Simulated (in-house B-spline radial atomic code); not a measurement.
Orbital energies and mean radii along the 15-electron series, configuration 1s2 2s2 2p6 3s2 3p1/2(2) 3p3/2(1). The effective charge is n√(-2ε), a non-relativistic measure. Computed with an all-electron radial atomic-structure program (B-spline basis): Dirac-Hartree-Fock, jj configuration that fills j = l - 1/2 first, finite nuclei.

```tsv
ion	Z	energy of 1s1/2 (Eh)	mean radius of 1s1/2 (bohr)	energy of 2p1/2 (Eh)	mean radius of 2p1/2 (bohr)	effective charge of 1s1/2
P	15	-80.231	0.10341	-5.4541	0.48049	12.667
S+	16	-92.766	0.096722	-7.1682	0.43772	13.621
Cl2+	17	?	?	?	?	?
Ar3+	18	-120.95	0.085613	-11.423	0.37154	15.553
K4+	19	?	?	?	?	?
Ca5+	20	-153.27	0.076751	-16.738	0.32261	17.508
```

Question: Fill in the row of Cl2+.

Answer: energy of 1s1/2 (Eh): -106.34; mean radius of 1s1/2 (bohr): 0.090836; energy of 2p1/2 (Eh): -9.1611; mean radius of 2p1/2 (bohr): 0.40194; effective charge of 1s1/2: 14.584.

Question: Fill in the row of K4+.

Answer: energy of 1s1/2 (Eh): -136.6; mean radius of 1s1/2 (bohr): 0.080946; energy of 2p1/2 (Eh): -13.95; mean radius of 2p1/2 (bohr): 0.34537; effective charge of 1s1/2: 16.529.

Question: How does the screening of 1s1/2 change?

Answer: Z less the effective charge goes from 2.33 at Z = 15 to 2.49 at Z = 20.
